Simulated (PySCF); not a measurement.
**Dipole moment and polarisability of `P#CCc1ccccc1`**

C8H7P.
Atom-mapped SMILES: `[P:1]#[C:2][CH2:3][c:4]1[cH:5][cH:6][cH:7][cH:8][cH:9]1` (hydrogens: H10, H11 on C3; H12 on C5; H13 on C6; H14 on C7; H15 on C8; H16 on C9)

Geometry (GFN2-xTB, Å), atoms numbered from 1 in this order:
```
atom  x, y, z in Å
P1     2.9958    0.0512    2.5273
C2     2.5031   -0.1685    1.0723
C3     1.9802   -0.3607   -0.2621
C4     0.4890   -0.1243   -0.2381
C5    -0.3832   -1.1694    0.0331
C6    -1.7472   -0.9454    0.0912
C7    -2.2519    0.3268   -0.1172
C8    -1.3863    1.3750   -0.3794
C9    -0.0222    1.1510   -0.4363
H10    2.1993   -1.3801   -0.5976
H11    2.4661    0.3393   -0.9503
H12    0.0075   -2.1638    0.1981
H13   -2.4179   -1.7660    0.2998
H14   -3.3169    0.5011   -0.0749
H15   -1.7742    2.3704   -0.5394
H16    0.6514    1.9723   -0.6379
```

Level: CAM-B3LYP/def2-SVPD (PySCF), static field, nuclei fixed, core orbitals frozen in the response. The polarisability tensor in these axes (au):

```
x   134.58  -0.77  19.05
y    -0.77 103.99  -3.38
z    19.05  -3.38 102.24
```

Problem. Give the principal values, the mean and the anisotropy Δα = √{½[(α1 − α2)² + (α2 − α3)² + (α1 − α3)²]}.

Solution. Principal values 92.75, 104.56 and 143.51 au; mean 113.60 au = 16.83 Å³ = 18.73 × 10⁻⁴⁰ C²·m²/J; Δα = 46.01 au (41 % of the mean).

Problem. What is the dipole moment, and where does it point?

Solution. (-0.65, -0.13, -1.12) D, 1.30 D in size, pointing from the negative to the positive side. Measured along this direction, the outermost atoms are P1 at the negative end and H14 at the positive end.

Problem. Traceless (Buckingham) quadrupole moment about the centre of nuclear charge: eigenvalues?

Solution. -7.32, 2.77, 4.55 D·Å. The values depend on the origin, since the dipole doesn't vanish. The electronic extent ⟨r²⟩ about the same centre is 1612 bohr², a root-mean-square distance of 2.54 Å for the 70 electrons.

Problem. What would n − 1 = 2πNα be for an ideal gas of these molecules at 500 K and 1 atm, electronic part alone?

Solution. N = p/kT = 1.4678 × 10¹⁹ cm⁻³, so n − 1 = 2π × N × 16.83 × 10⁻²⁴ cm³ = 1553 × 10⁻⁶ at long wavelengths, for an ideal gas.

Problem. Rayleigh depolarisation ratio (linearly polarised light, static tensor)?

Solution. ρ = 3Δα²/(45ᾱ² + 4Δα²) = 6351.7/(580773 + 8468.9) = 0.0108.

Problem. How large is μ²/3kT at 298 K beside α?

Solution. In Gaussian units μ²/3kT = 13.64 Å³ against 16.83 Å³, a ratio of 0.81; the Debye molar polarisation (4π/3)N_A(α + μ²/3kT) is 76.9 cm³/mol, leaving out the vibrational part.

One conformer (not necessarily the lowest) at the GFN2-xTB geometry, without solvent, vibrations or thermal averaging.
